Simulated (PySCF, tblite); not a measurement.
Isomers of C5H4ClF2O (doublet state), one GFN2-xTB conformer each. Single-point energies are computed at B3LYP/pcH-1 (PySCF, gas phase, no added dispersion term), electronic only. GFN2-xTB treats the open shell by occupation alone, and not every SCF solution was tested for stability.

```json
{"SMILES": "O=C=C(CCl)C[C](F)F", "GFN2-xTB relative energy (kcal/mol)": "18.2"}
{"SMILES": "F[C]1OC=CC[C@@]1(F)Cl", "GFN2-xTB relative energy (kcal/mol)": "0.0"}
{"SMILES": "O=C=C([CH]Cl)CC(F)F", "GFN2-xTB relative energy (kcal/mol)": "3.9"}
```

Conformers: `[O:1]=[C:2]=[C:3]([CH2:4][Cl:5])[CH2:6][C:7]([F:8])[F:9]` (doublet state) with C2–C3–C4–Cl5 107°, C2–C3–C6–C7 96°, C3–C6–C7–F8 64°; `[F:1][C:2]1[O:3][CH:4]=[CH:5][CH2:6][C@@:7]1([F:8])[Cl:9]` (doublet state) with F1–C2–O3–C4 -168°, C2–O3–C4–C5 -2°, C4–C5–C6–C7 22°, C5–C6–C7–F8 87°; `[O:1]=[C:2]=[C:3]([CH:4][Cl:5])[CH2:6][CH:7]([F:8])[F:9]` (doublet state) with C2–C3–C4–Cl5 178°, C2–C3–C6–C7 -96°, C3–C6–C7–F8 -176°.

Q: What does B3LYP/pcH-1 give for the same structures?

A: 
```csv
SMILES,B3LYP/pcH-1 E (Eh),B3LYP/pcH-1 (kcal/mol),GFN2-xTB (kcal/mol),point group
O=C=C([CH]Cl)CC(F)F,-927.99797,0.0,3.9,C1
O=C=C(CCl)C[C](F)F,-927.98292,9.4,18.2,C1
F[C]1OC=CC[C@@]1(F)Cl,-927.97937,11.7,0.0,C1
```

GFN2-xTB puts F[C]1OC=CC[C@@]1(F)Cl lowest instead; measured from each level's own lowest isomer, the values differ by up to 11.7 kcal/mol (F[C]1OC=CC[C@@]1(F)Cl: 0.0 against 11.7). As drawn, the lowest has two fluorines on one carbon, which the highest lacks. Neighbours under 5.0 kcal/mol apart (O=C=C(CCl)C[C](F)F and F[C]1OC=CC[C@@]1(F)Cl) can change places with a better method, another conformer or zero-point energy.

Q: What happens when harmonic zero-point energies from GFN2-xTB frequencies are added?

A: 
```
               SMILES  ZPE (kcal/mol)  electronic (kcal/mol)  with ZPE (kcal/mol)
  O=C=C([CH]Cl)CC(F)F            49.0                    0.0                  0.0
   O=C=C(CCl)C[C](F)F            49.3                    9.4                  9.7
F[C]1OC=CC[C@@]1(F)Cl            49.9                   11.7                 12.6
```

The zero-point energies span 0.9 kcal/mol. The order is unchanged.
